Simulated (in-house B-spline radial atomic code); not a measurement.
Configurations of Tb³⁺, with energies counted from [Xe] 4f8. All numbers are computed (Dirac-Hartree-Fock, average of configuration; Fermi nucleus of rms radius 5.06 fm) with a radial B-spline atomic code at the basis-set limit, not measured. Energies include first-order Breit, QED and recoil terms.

Occupations are held fixed; configurations that lie above the ionisation limit could autoionise.

| configuration | E - E(ref) (eV) | highest orbital | its <r> (bohr) |
| --- | --- | --- | --- |
| [Xe] 4f7 5d1 | 9.0418 | 5d5/2 | 2.084 |
| [Xe] 4f7 8d1 | 33.816 | 8d5/2 | 12.24 |
| [Xe] 4f7 7g1 | 35.713 | 7g7/2 | 15.81 |
| [Kr] 4d10 4f8 5s2 5p5 9d1 | 53.779 | 9d5/2 | 17.14 |
| [Kr] 4d9 4f9 5s2 5p6 | 153.55 | 4f7/2 | 0.8014 |
| [Kr] 4d9 4f8 5s2 5p6 6s1 | 166.68 | 6s1/2 | 3.06 |
| [Kr] 4d9 4f8 5s2 5p6 8p1 | 186.31 | 8p3/2 | 10.03 |
| [Kr] 4d9 4f8 5s2 5p6 9s1 | 188.06 | 9s1/2 | 12.96 |
| [Kr] 4d9 4f8 5s2 5p6 9p1 | 188.73 | 9p3/2 | 14.33 |

Task: Order these further configurations by energy, lowest first.
A. [Xe] 4f7 8g1
B. [Xe] 4f7 7s1
C. [Xe] 4f7 9d1
D. [Kr] 4d10 4f8 5s2 5p5 5d1
E. [Kr] 4d10 4f8 5s2 5p5 9s1

Result: B (25.447 eV), D (28.221 eV), C (35.544 eV), A (36.756 eV), E (52.083 eV).

Task: How far above the reference does [Kr] 4d10 4f8 5s2 5p5 9g1 lie?

Result: 55.679 eV; its least bound orbital is 9g7/2 with <r> = 27.79 bohr.

Task: How far above the reference does [Xe] 4f7 9g1 lie?

Result: 37.472 eV; its least bound orbital is 9g7/2 with <r> = 27.78 bohr.

Task: How far above the reference does [Kr] 4d10 4f8 5s2 5p5 5g1 lie?

Result: 49.652 eV; its least bound orbital is 5g7/2 with <r> = 6.847 bohr.
